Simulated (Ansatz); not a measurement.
A made-up structure of CH5GeN, closed shell:

```csv
atom,x (Å),y (Å),z (Å)
C1,-0.4930,1.1093,-0.9298
N2,0.1878,0.0517,-0.9439
Ge3,0.4273,-0.9005,0.6392
H4,-0.9772,1.5390,-0.0373
H5,-0.1058,-1.0451,2.0445
H6,-0.3004,-0.1895,1.8035
H7,1.9363,-0.9759,0.9070
H8,-0.1434,-2.3079,0.4204
```

It is relaxed with PBE-D4/def2-SVP and then PBE0-D4/def2-TZVP (Ansatz 0.2.0). Atoms count as bonded within 1.22 times the sum of their covalent radii (H–H: 0.88 Å). The end point is not checked to be a true minimum.

Problem. Does its bonding change? (Judge from chemistry; the calculation decides.)

Solution. The calculation gives: Yes. Formed: H5–H6; broken: Ge3–H5, Ge3–H6.

Where it ends: The first stage lowers the energy by 3.82 eV in 33 steps. It ends as a complex of CH₃GeN ([CH][N][GeH2]) + H₂:
```xyz
8
angstrom
C -0.4063 1.3178 -1.6350
N -0.2489 0.6704 -0.7056
Ge -0.1854 -0.2422 1.1883
H -0.5550 1.9248 -2.5020
H 0.7320 -2.3931 2.8283
H 0.3423 -1.9939 3.3286
H 1.3776 -0.4004 0.9582
H -0.5247 -1.6023 0.4428
```

Labels in which every atom is bracketed show which atoms are joined, not bond orders.

For scale, one of the runs: PBE0-D4/def2-TZVP relaxation, 140 basis functions, launched by `ansatz run in.yaml --threads 2 --pin off --events-out ev --progress --plain --max-ram 4352MiB`. The run took about 22 s on 2 CPU threads of an Arm Neoverse V2 (shared host).
